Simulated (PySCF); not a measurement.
Structure with atom numbers: `[CH3:1][C:2](=[O:3])[c:4]1[cH:5][cH:6][cH:7][n:8][cH:9]1`. Hydrogens are named by the atom that carries them.

Geometry: PBE0-D3(BJ)/def2-SVP; GIAO shifts from PySCF, gas phase, non-relativistic, averaged over equivalent atoms.

At PBE/pcSseg-1 (188 basis functions, 29 s wall time on 1 thread of an x86-64 server CPU, shared host):
```tsv
atoms	δ (ppm)
C2	195.7
C7	156.5
C9	153.3
C5	137.1
C4	131.5
C6	127.2
C1	27.7
O3	660.9
N8	358.9
H(C9)	9.12
H(C7)	8.81
H(C5)	8.36
H(C6)	7.28
H(C1)	2.59
```

Shifts are taken against calculated references (same method and geometry level): 13C (σ = 180.03 ppm) and 1H (σ = 31.20 ppm) against TMS; 17O (σ = 334.63 ppm) vs H2O; 15N (σ = 265.06 ppm) vs NH3.

Problem. What do these become at PBE0/pcSseg-1?

Solution. 
```
atoms  δ at PBE0/pcSseg-1  change
   C2               197.9    +2.2
   C7               159.6    +3.1
   C9               156.1    +2.8
   C5               141.5    +4.4
   C4               134.0    +2.5
   C6               128.5    +1.3
   C1                27.6    -0.1
   O3               660.5    -0.4
   N8               360.0    +1.1
H(C9)                9.18   +0.06
H(C7)                8.89   +0.08
H(C5)                8.63   +0.27
H(C6)                7.41   +0.13
H(C1)                2.61   +0.02
```

Shifts are taken against calculated references (same method and geometry level): TMS for 13C (σ = 184.41 ppm) and 1H (σ = 31.27 ppm); H2O for 17O (σ = 334.56 ppm); 15N (σ = 265.67 ppm) against NH3.

The largest change is at C5 (aromatic CH). Cost: 188 basis functions, 18 s wall time on 1 thread of an x86-64 server CPU, shared host. The order of the carbon signals is the same at both levels.

Unscaled 17O shifts of doubly bonded oxygen tend to come out too high, by tens of ppm or more. Experimental scales use liquid or dissolved standards, which lie at an offset from isolated NH3 (liquid NH3: subtract about 20 ppm) and H2O (liquid H2O: subtract about 36 ppm). Unscaled 15N shifts of sp2 nitrogen come out 20 to 40 ppm too high even then.
